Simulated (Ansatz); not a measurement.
Gas-phase reaction in SMILES: C=CC(=C)C[SiH3] + 7 [H][H] (H2) → 5 C (CH4) + [SiH4] (SiH4)
Each molecule is optimised on its own at B3LYP-D3(BJ)/def2-TZVP (Ansatz, a first-principles code), one conformer each, not searched for the lowest. Unstable Hartree-Fock reference: C=CC(=C)C[SiH3].

Wanted: energy of full hydrogenation (electronic energy difference), in kcal/mol. Correlated levels leave the core frozen unless marked. Spin-orbit coupling is left out. Non-relativistic. CBS marks a two-point X^-3 extrapolation of the correlation energy; Hartree-Fock from the larger set.

| level | program | energy of full hydrogenation (kcal/mol) |
|---|---|---|
| revPBE-D4/def2-TZVPD | Ansatz + dftd4 | -127.8 |
| PBE0-D3(BJ)/def2-TZVPD | Ansatz + dftd3 | -148.1 |
| PBE0-D4/def2-TZVP | Ansatz + dftd4 | -148.1 |
| r2SCAN0/def2-TZVPD | Ansatz | -151.4 |

Problem. Predict the CCSD(T)/CBS(cc-pV(T+d)Z,cc-pV(Q+d)Z) result (Ansatz).

Solution. -141.3 kcal/mol, so r2SCAN0/def2-TZVPD differs from it by -10.1 kcal/mol.
